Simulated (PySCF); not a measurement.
# Computed vibrations of Er(NO2)3

Er(NO2)3 (singlet in the valence; each metal's 4f electrons, 11 of them, lie in its core potential, out of spins and levels). PySCF 2.14.0, RKS B3LYP, Er lcecp-1-SVP with ECP57, O def2-SVP, N def2-SVP; non-relativistic Hamiltonian with scalar-relativistic core potentials where named; density fitting; no spin-orbit coupling. Central differences of gradients.

```xyz
10

Er    0.0000    0.0000    0.0000
O     2.0758    0.0000    1.0491
O     2.0758    0.0000   -1.0491
N     2.7813    0.0000    0.0000
O    -1.0379    1.7977    1.0491
O    -1.0379    1.7977   -1.0491
N    -1.3907    2.4087    0.0000
O    -1.0379   -1.7977    1.0491
O    -1.0379   -1.7977   -1.0491
N    -1.3907   -2.4087    0.0000
```

Run from Python with OMP_NUM_THREADS=4. Where DIIS fails, smearing, a level shift and second-order steps follow.
It took 64 s on 4 threads of Arm Neoverse V2 (shared host).

What are the harmonic wavenumbers and infrared intensities?

Modes are labelled in D3h; negative numbers are unstable modes, those under 60 cm⁻¹ near the noise; a finer grid moves soft modes by up to 10 cm⁻¹.
```csv
cm⁻¹,km/mol,symmetry
-54,–,a1''
-16,–,e''
-16,–,e''
49,10.8,a2''
66,5.5,e'
66,5.5,e'
202,0.0,a2'
248,4.6,a2''
254,2.5,e'
254,2.5,e'
265,0.0,e''
265,0.0,e''
282,0.0,a1'
317,69.8,e'
317,69.8,e'
873,45.6,e'
873,45.6,e'
885,0.0,a1'
1269,0.0,e''
1269,0.0,e''
1301,999.0,a2''
1370,46.2,e'
1370,46.2,e'
1373,0.0,a1'
```

Is this a minimum?

Probably not: 1 unstable, though so soft as to be near the noise (and 2 more above −25 cm⁻¹, within the noise); the lowest moves the atoms so:
```
Er   0.00  0.00  0.00
O    0.00  0.41  0.00
O    0.00 -0.41  0.00
N    0.00  0.00  0.00
O   -0.35 -0.20  0.00
O    0.35  0.20  0.00
N    0.00  0.00  0.00
O    0.35 -0.20  0.00
O   -0.35  0.20  0.00
N    0.00  0.00  0.00
```

An lcecp potential fixes the number of 4f electrons, so in runs with it no electron can move into or out of that shell.
